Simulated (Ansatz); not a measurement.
`N[AsH][TeH]` + `CCC` → `CC(C)[TeH]` + `N[AsH2]`  (formal exchange of groups at a Te–As bond)

Gas-phase electronic energies from Ansatz, PBE0-D4/def2-TZVP geometries. CCSD(T)/CBS is the MP2 limit (def2-TZVPP, def2-QZVPP) plus CCSD(T) − MP2 in def2-TZVPP, frozen cores. Functionals use def2-TZVPP. def2 core potentials past Kr. For As, Te outer-core shells are correlated without core-valence functions, which leaves a few kJ/mol of doubt a bond. Scalar relativity is left out up to krypton. One conformer a species, not always the lowest.

`N[AsH][TeH]`:

Cartesian coordinates in Å:
```
N -0.727 -0.631 1.058
As 0.941 0.093 0.770
Te 1.371 -0.014 -1.807
H -0.694 -1.642 1.074
H -1.443 -0.337 0.408
H 0.429 1.522 0.697
H 0.123 1.007 -2.199
```

`CCC`:

Z-matrix (Å, degrees):
```
C
C 1 1.519
H 1 1.094 2 111.1
H 1 1.094 2 111.1 3 119.5
H 1 1.093 2 111.7 3 -120.3
C 2 1.519 1 112.7 3 -59.7
H 2 1.095 1 109.5 3 178.2
H 2 1.095 1 109.5 3 62.4
H 6 1.094 2 111.0 1 59.7
H 6 1.093 2 111.7 1 -180.0
H 6 1.094 2 111.1 1 -59.7
```

`CC(C)[TeH]`:

```xyz
12

C    -0.945   -1.113   -0.154
C     0.096   -0.140    0.364
C     0.894    0.504   -0.748
Te   -0.937    1.340    1.571
H    -1.498   -1.596    0.655
H    -1.665   -0.612   -0.808
H    -0.458   -1.898   -0.742
H     0.761   -0.651    1.063
H     0.244    1.061   -1.427
H     1.648    1.193   -0.365
H     1.410   -0.268   -1.331
H     0.449    2.181    1.921
```

`N[AsH2]`:

```xyz
6

N    -0.802   -0.223    0.473
As    0.969   -0.427   -0.037
H    -1.264    0.588    0.085
H    -1.336   -1.048    0.237
H     1.465    0.841    0.646
H     0.967    0.269   -1.406
```

```csv
level,ΔE (kJ/mol)
PBE,111.2
CCSD(T)/def2-TZVPP,89.2
```

Question: What does CCSD(T)/CBS give? (Estimate.)

Answer: Ansatz gave: +94.0 kJ/mol. The listed levels differ from it by 17.2, -4.8 kJ/mol.

Question: What do rigid-rotor, harmonic-oscillator terms from PBE0-D4/def2-TZVP frequencies (298.15 K, 1 bar) make of the CCSD(T)/CBS value? (An estimate is asked.)

Answer: Ansatz gave: ΔZPE = -8.6 kJ/mol, ΔH = +85.2 kJ/mol, ΔS = 1 J/(mol·K), ΔG = +84.8 kJ/mol.

Largest T1 diagnostic among the species: 0.012.

Leaving LDA and LC-ωPBE aside and taking each functional with its dispersion term where it has one, the values, not all of them listed here, spread over 11.6 kJ/mol, from ωB97X-V to PBE-D4. LDA lies −8.3 kJ/mol from PBE without D4. From BLYP to BHLYP (50 % exact exchange), in def2-TZVPP and without D4, ΔE moves by −5.3 kJ/mol. At CCSD(T), def2-SVP lies +4.8 kJ/mol from the extrapolated value and def2-TZVPP −4.8 kJ/mol.
